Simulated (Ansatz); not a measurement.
A series at Ta: from `[NH]=[Ta]([Cl])([Cl])[Cl]`, ligands are replaced one by one, each step taking up NH₃ and setting free HCl; n counts the steps. Ansatz, PBE0-D4/def2-TZVP geometries. Each molecule was computed in one conformer, which needn't be the lowest.

| n | molecule | zero-point energy, PBE0-D4/def2-TZVP (kJ/mol) |
| --- | --- | --- |
| 0 | `[NH]=[Ta]([Cl])([Cl])[Cl]` | 46.6 |
| 1 | `[NH]=[Ta]([NH2])([Cl])[Cl]` | 110.6 |
| 2 | `[NH]=[Ta]([NH2])([NH2])[Cl]` | 172.5 |
| 3 | `[NH]=[Ta]([NH2])([NH2])[NH2]` | ? |

Q: By hand: fit a straight line y = ȳ + b (n − n̄) to the 3 given rows and predict n = 3.

A: n̄ = 1.000, ȳ = 109.90; Σ(n − n̄)(y − ȳ) = 125.90, Σ(n − n̄)² = 2.000, so b = 62.95 kJ/mol a step. Prediction: 109.90 + (62.95) × (2.000) = 235.8 kJ/mol.

Q: By hand: compare with the computed value, 232.5 kJ/mol, and give the steps along the whole series.

A: The line misses by -3.3 kJ/mol (computed minus predicted). Steps: 64.0, 61.9, 60.0 kJ/mol.

The steps differ by at most 4.0 kJ/mol, 6 % of a mean step, so the ligands' effects nearly add and a line is close. The miss is 1.8 % of the series' range.
